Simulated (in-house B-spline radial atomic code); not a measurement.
# PBE excitations of Kr6+

Method: PBE. Computed with a B-spline radial code for spherical atoms: linear response of the closed shell [Ar] 3d10 4s2 with the functional's adiabatic kernel; non-relativistic, point nucleus, no spin-orbit coupling, no double excitations, S, P, D and F terms only; shells from n = 2 respond. Only terms of natural parity with L up to 3 were computed.

Without relativity these are model numbers for so heavy an element.

Command:
```bash
python run_td.py task.json out
```
Settings (radii: box in bohr, nucleus in fm):
```
Z                        36
electrons                30
configuration            [Ar] 3d10 4s2
hamiltonian              nr
method                   pbe,pbe
box_radius               14.35
intervals                53
```

Cost of the run: 0.6 s on 1 thread of Intel(R) Xeon(R) Platinum 8488C (Sapphire Rapids), with other jobs on the host.

The lowest states, in the order of their Tamm-Dancoff energies; the method's threshold (minus the highest occupied level) is 100.71 eV. Labels give the largest channel, * marks a mixed state, and oscillator strengths are full-response dipole values. Semilocal kernels can invert the small singlet-triplet splittings of Rydberg terms. Energies in eV:

```json
{"state": "4s → 4p 3P", "full response": "?", "Tamm-Dancoff": "?", "oscillator strength": "-"}
{"state": "4s → 4p 1P", "full response": "20.379", "Tamm-Dancoff": "21.140", "oscillator strength": "1.48"}
{"state": "4s → 4d 3D", "full response": "40.42", "Tamm-Dancoff": "40.48", "oscillator strength": "-"}
{"state": "4s → 4d 1D", "full response": "42.64", "Tamm-Dancoff": "42.67", "oscillator strength": "-"}
{"state": "4s → 5s 3S", "full response": "53.04", "Tamm-Dancoff": "53.04", "oscillator strength": "-"}
{"state": "4s → 5s 1S", "full response": "54.21", "Tamm-Dancoff": "54.25", "oscillator strength": "-"}
{"state": "4s → 5p 3P", "full response": "59.16", "Tamm-Dancoff": "59.17", "oscillator strength": "-"}
{"state": "4s → 5p 1P", "full response": "59.69", "Tamm-Dancoff": "59.74", "oscillator strength": "0.108"}
{"state": "4s → 4f 3F", "full response": "?", "Tamm-Dancoff": "?", "oscillator strength": "-"}
{"state": "4s → 4f 1F", "full response": "63.03", "Tamm-Dancoff": "63.04", "oscillator strength": "-"}
{"state": "4s → 5d 3D", "full response": "69.04", "Tamm-Dancoff": "69.05", "oscillator strength": "-"}
{"state": "4s → 5d 1D", "full response": "69.45", "Tamm-Dancoff": "69.46", "oscillator strength": "-"}
{"state": "4s → 6s 3S", "full response": "73.72", "Tamm-Dancoff": "73.72", "oscillator strength": "-"}
{"state": "4s → 6s 1S", "full response": "74.04", "Tamm-Dancoff": "74.05", "oscillator strength": "-"}
{"state": "4s → 6p 3P", "full response": "76.48", "Tamm-Dancoff": "76.48", "oscillator strength": "-"}
{"state": "4s → 6p 1P", "full response": "76.62", "Tamm-Dancoff": "76.64", "oscillator strength": "0.0441"}
```

Problem. Where does 4s → 4f 3F lie?

Solution. At 62.30 eV in full response, 62.33 eV in Tamm-Dancoff.

Problem. Where does 4s → 4p 3P lie?

Solution. At 14.367 eV in full response, 14.525 eV in Tamm-Dancoff.

Problem. How large is the singlet-triplet splitting of 4s → 4p (P terms) in Tamm-Dancoff?

Solution. 6.61 eV, from the unrounded values.

Problem. What polarisabilities and dispersion coefficient does the method give?

Solution. Dipole 2.903 bohr³, quadrupole 3.352 bohr⁵, C6 5.623 hartree·bohr⁶ for two such species.
